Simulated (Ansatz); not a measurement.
Geometry optimisation, RKS r2SCAN-D4/def2-SVP (Ansatz 0.2.0).

The input (input.yaml):

```yaml
crystal:
  periodic: [false, false, false]
  atoms:
    - { symbol: Si, position_ang: [0.0, 0.0, 0.0] }
    - { symbol: H, position_ang: [0.0, 0.0, 1.46] }
    - { symbol: O, position_ang: [1.5842, 0.0, -0.5594] }
    - { symbol: H, position_ang: [1.9006, -0.9521, -0.6761] }
    - { symbol: O, position_ang: [-0.7913, 1.3709, -0.5594] }
    - { symbol: H, position_ang: [-1.7491, 1.1401, -0.7818] }
    - { symbol: O, position_ang: [-0.7913, -1.3709, -0.5594] }
    - { symbol: H, position_ang: [-1.2459, -1.8365, 0.2129] }
basis:
  gaussian: { orbitals: def2-SVP }
hamiltonian:
  xc: r2scan
  dispersion: d4
relax:
  f_tol: 0.02
  max_steps: 40
```

Launched with:

```bash
$ ansatz run input.yaml --threads 2 --pin off --max-ram 3072MiB --backend cpu --events-out ev --progress --plain --runs-dir out
```

Q: Where does it end, and by what steps?

A: The forces met the threshold. After 13 steps the energy has fallen by 0.347 eV; H6 moved furthest, 0.83 Å.

```tsv
step	energy less start (eV)	largest force component (eV/Å)	accepted
0	0.0000	1.892	yes
1	-0.1700	0.755	yes
2	-0.2036	0.247	yes
3	-0.2207	0.515	yes
4	-0.2314	0.687	yes
5	-0.2638	0.927	yes
6	-0.2711	1.109	yes
7	-0.3321	0.243	yes
8	-0.3402	0.129	yes
9	-0.3367	0.178	no
10	-0.3431	0.095	yes
11	-0.3444	0.095	yes
12	-0.3450	0.228	yes
13	-0.3471	0.015	yes
```

```xyz
8
Properties=species:S:1:pos:R:3
Si -0.070 -0.080 0.149
H 0.062 0.043 1.619
O 1.354 0.081 -0.673
H 1.774 -0.744 -0.944
O -1.071 1.162 -0.277
H -1.089 1.381 -1.217
O -0.627 -1.586 -0.279
H -1.424 -1.905 0.159
```

Whether the end is a true minimum wasn't checked by a vibrational analysis.

Time of the run: 31 s on 2 threads of Arm Neoverse V1, with other jobs on the host, peak memory 0.16 GiB.
